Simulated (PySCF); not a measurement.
Structure elucidation problem

Molecular formula: C₆H₁₀ClF. Simulated spectra:

¹H NMR (500 MHz, computed): δ 3.82 (m, 1H), 1.54 (s, 3H), 1.38 (s, 3H), 1.08 (s, 3H).

¹³C{¹H} NMR (computed): δ 83.7 (CH), 56.2 (C), 27.6 (C), 24.7 (CH3), 21.8 (CH3), 19.6 (CH3).

PySCF 2.14 calculation with coordinates at the GFN2-xTB level and shieldings: GIAO PBE0/pcSseg-1; averaged over atoms made equivalent by symmetry, fast rotation or ring inversion, relativity neglected, one conformer, in vacuum.

Chemical shifts δ = σref − σ; TMS for ¹H (σref 31.72), ¹³C (σref 186.93), all at this level.

Problem. Deduce the structure.

Solution. 
1. The formula gives 1 degree of unsaturation (1 ring in the answer).
2. 6 carbon signals for 6 carbons: no two carbons are equivalent.
3. Carbon types of the structure: 2 × C, 1 × CH, 3 × CH3, which accounts for all hydrogens.
4. δC 83.7, 56.2, 27.6: three-membered-ring carbon.
5. δC 24.7, 21.8, 19.6: methyl carbon; saturated and bonded to C and H only.
6. δH 3.82: hydrogen on a three-membered-ring carbon; its carbon carries F, which withdraws density.
7. δH 1.54, 1.38, 1.08: hydrogen on a methyl carbon.

The compound is `InChI=1S/C6H10ClF/c1-5(2)4(8)6(5,3)7/h4H,1-3H3/t4-,6-/m1/s1`.

The data come from this structure; uniqueness wasn't tested.

Carbons that carry Cl, above all several Cl atoms, come out too deshielded, partly because spin–orbit coupling is missing. Splittings by ¹⁹F in the carbon and heteronuclear signals aren't shown, as no couplings were computed. Shifts are as computed. Against solution values, carbons near 30 ppm lie about +3 ppm off and those near 130 ppm about +5 ppm; carbons on Cl a further +6 ppm. Of 1211 compounds with measured shifts, 218 miss one by over three times the rms of a fit or turn the order of signals round; such compounds aren't used in these exercises. Multiplicities follow the n + 1 count of equivalent neighbours, as no J values were calculated; m marks all less simple cases, F and P coupling included.
